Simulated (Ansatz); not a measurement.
Geometry optimisation, Ansatz 0.2.0, RKS PBE0-D4/def2-SVP.

Input file:

```yaml
crystal:
  periodic: [false, false, false]
  atoms:
    - { symbol: Ge, position_ang: [0.0, 0.0, 0.0] }
    - { symbol: H, position_ang: [0.0, 0.0, 1.55] }
    - { symbol: H, position_ang: [1.4616, 0.0, -0.5162] }
    - { symbol: F, position_ang: [-0.7913, 1.3709, -0.5594] }
    - { symbol: Cl, position_ang: [-1.0456, -1.8115, -0.7393] }
basis:
  gaussian: { orbitals: def2-SVP }
hamiltonian:
  xc: pbe0
  dispersion: d4
relax:
  f_tol: 0.02
  max_steps: 40
output:
  orbitals: {}
```

Launched with:

```bash
$ ansatz run input.yaml --threads 1 --pin off --max-ram 2048MiB --backend cpu --events-out ev --progress --plain --runs-dir out
```

Where does it end, and by what steps?

It converged. After 5 steps the energy has fallen by 0.131 eV; Cl5 moved furthest, 0.08 Å.

```tsv
step	energy less start (eV)	largest force component (eV/Å)	accepted
0	0.0000	2.324	yes
1	-0.0932	0.973	yes
2	-0.1298	0.201	yes
3	-0.1313	0.032	yes
4	-0.1315	0.022	yes
5	-0.1315	0.002	yes
```

```xyz
5
Properties=species:S:1:pos:R:3
Ge 0.043 -0.035 0.030
H -0.062 -0.009 1.556
H 1.446 -0.009 -0.577
F -0.796 1.362 -0.563
Cl -1.007 -1.749 -0.712
```

Time of the run: 16 s on 1 thread of Arm Neoverse V2 (shared host), peak memory 0.15 GiB.
